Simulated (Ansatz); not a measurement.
Coupled-cluster run, C2H6FNSn, SMILES `C[N](C)[Sn][F]`.

```yaml
crystal:
  periodic: [false, false, false]
  atoms:
    - {symbol: C, position_ang: [-0.965579, -0.045803, 0.614336]}
    - {symbol: N, position_ang: [0.177903, 0.190825, -0.229517]}
    - {symbol: C, position_ang: [1.171873, -0.847212, -0.153274]}
    - {symbol: Sn, position_ang: [0.432137, 1.794942, -1.427205]}
    - {symbol: F, position_ang: [-1.277803, 2.599710, -0.919463]}
    - {symbol: H, position_ang: [-1.682138, 0.770088, 0.515535]}
    - {symbol: H, position_ang: [-0.669948, -0.124670, 1.670243]}
    - {symbol: H, position_ang: [-1.468344, -0.986129, 0.346806]}
    - {symbol: H, position_ang: [1.562568, -0.960853, 0.867942]}
    - {symbol: H, position_ang: [2.020361, -0.625576, -0.809451]}
    - {symbol: H, position_ang: [0.764269, -1.822424, -0.455351]}
basis:
  gaussian: {orbitals: def2-SVP}
correlation: {method: ccsd_t}
```

```sh
$ ansatz run in.yaml --threads 4 --pin off --events-out ev --progress --plain --max-ram 10444MiB
```

Output of Ansatz, abridged:

```
Functional definition: HF
1218 factors; integrals over basis functions are off by at most 1.4e-3 eV
mean field evaluation 1: about -12140.5482 eV, gradient 4.2e1 eV
mean field evaluation 2: about -12140.7211 eV, gradient 4.2e1 eV
mean field evaluation 4: about -12144.8257 eV, gradient 3.8e0 eV
mean field evaluation 8: about -12144.8943 eV, gradient 4.1e-1 eV
mean field -12144.89509511 eV, -446.3166626397 hartree, gradient 2.6e-6 eV, S^2 0.000000; 0 other end points of the search recorded, 0 dependent functions left out
8 core orbitals not correlated: weight in the atoms' cores, before any rotation towards them, 1.000 or more for the frozen orbitals, at most 0.000 for the correlated occupied ones
reference -12144.89509511 eV, -446.3166626397 hartree; 20, 20 occupied and 84, 84 virtual orbitals, 1218 factors
second order -20.21182415 eV of doubles, -0.00000000 eV of singles
cycle   1  -20.67196263 eV  change   -4.6e-1 eV  update   1.3e-1
cycle   2  -21.23219054 eV  change   -5.6e-1 eV  update   4.5e-2
cycle   3  -21.42817715 eV  change   -2.0e-1 eV  update   3.0e-2
cycle   4  -21.42399916 eV  change    4.2e-3 eV  update   1.1e-2
cycle   5  -21.41707046 eV  change    6.9e-3 eV  update   5.7e-3
cycle   6  -21.41826431 eV  change   -1.2e-3 eV  update   2.5e-3
cycle   7  -21.41805959 eV  change    2.0e-4 eV  update   7.7e-4
cycle   8  -21.41788758 eV  change    1.7e-4 eV  update   4.0e-4
cycle   9  -21.41799746 eV  change   -1.1e-4 eV  update   1.3e-4
cycle  10  -21.41802142 eV  change   -2.4e-5 eV  update   5.3e-5
cycle  11  -21.41800863 eV  change    1.3e-5 eV  update   1.7e-5
perturbative correction -0.62307515 eV, -0.0228975895 hartree
Total energy: -12166.93617889 eV, -447.1266575288 hartree
```

It took 13 s on 4 threads of an Arm Neoverse V1 on a shared host, with 0.69 GiB of host memory at the peak.

MP2 recovers 91.7 % of the CCSD(T) correlation energy and the triples give 2.8 %; T1 = 0.0169.
